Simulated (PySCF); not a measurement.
Coordinates in bohr (charge 0 multiplicity 1):
```
Ru    0.0000    0.0000   -0.0685
H     0.0000    2.2681    1.7369
H     0.0000   -2.2681    1.7369
H     2.2681    0.0000    1.7369
H    -2.2681    0.0000    1.7369
```

Level of theory: PBE0 in PySCF with Ru x2c-TZVPall, H x2c-TZVPall; spin-free X2C, no spin–orbit coupling; density-fitted integrals.

This geometry of RuH4 is a stationary point at this level.

Question: What is the point group?

Answer: C4v.

Question: Is it a minimum?

Answer: Yes: all harmonic wavenumbers are real.

Question: Which band is strongest in the infrared?

Answer: 2279 cm⁻¹ (e), 158 km/mol.

Question: Give the atomic charges and bond orders.

Answer: 
```tsv
atom	Mulliken	Löwdin	polar tensor	Mayer order to Ru1
Ru1	-0.31	-0.29	0.33	–
H2,3,4,5	0.08	0.07	-0.08	0.93
```

Question: Give the ideal-gas entropy at 298.15 K and 1 bar by parts.

Answer: translation 167.0, rotation 59.8, vibration 6.6, spin 0.0; total 233.4 J/(mol K).

Stability towards spin polarisation was not tested. This need not be the most stable arrangement of these atoms.
